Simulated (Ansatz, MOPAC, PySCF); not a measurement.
C7H8OTe, SMILES `O[Te]Cc1ccccc1`, neutral singlet in the gas phase. In the def2 sets core potentials replace the inner electrons of Te.

Cartesian coordinates (Å):
SMILES: O[Te]Cc1ccccc1
```xyz
17

O      2.8287     1.0765    -0.7911
Te     3.0016    -0.9339    -0.8227
C      1.4818    -1.2303     0.7577
C      0.2151    -0.5277     0.4043
C      0.0790     0.8500     0.6526
C     -1.0862     1.5270     0.2846
C     -2.1340     0.8413    -0.3358
C     -2.0081    -0.5289    -0.5881
C     -0.8429    -1.2046    -0.2254
H      2.0558     1.2886    -1.3372
H      1.3623    -2.3208     0.8346
H      1.9379    -0.8474     1.6789
H      0.9017     1.3894     1.1257
H     -1.1770     2.5971     0.4872
H     -3.0462     1.3709    -0.6203
H     -2.8233    -1.0737    -1.0705
H     -0.7463    -2.2736    -0.4343
```
Charge 0, multiplicity 1.

All levels are single points at this geometry (B3LYP-D3(BJ)/def2-SVP); Pople sets use spherical d functions. Orbital energies aren't observables, and empty levels follow the basis.

| level | HOMO (eV) | LUMO (eV) | gap (eV) | dipole (D) | vertical IE, Delta-SCF (eV) |
|---|---|---|---|---|---|
| B3LYP-D3(BJ)/def2-TZVP in Ansatz | -5.82 | -1.92 | 3.90 | 2.00 | 7.86 |
| CAM-B3LYP-D3(BJ)/def2-TZVP in Ansatz | -7.30 | -0.66 | 6.63 | 2.06 | – |
| PBE-D3(BJ)/def2-TZVP in Ansatz | -4.95 | -2.55 | 2.41 | 1.86 | 7.64 |
| B3LYP/6-31G* (LANL2DZ on Te) in PySCF | -5.71 | -1.57 | 4.13 | 2.23 | 7.79 |
| PBE/6-31G* (LANL2DZ on Te) in PySCF | -4.82 | -2.28 | 2.55 | 2.10 | – |
| HF/6-31G* (LANL2DZ on Te) in PySCF | -8.20 | 1.96 | 10.15 | 2.64 | 7.27 |
| AM1 in MOPAC | -7.12 | -0.47 | 6.65 | 1.93 | – |
| PM3 in MOPAC | -8.79 | -1.43 | 7.36 | 3.02 | – |
| PM6 in MOPAC | -8.65 | -1.20 | 7.44 | 3.52 | – |

Ansatz is a program for electronic structure.
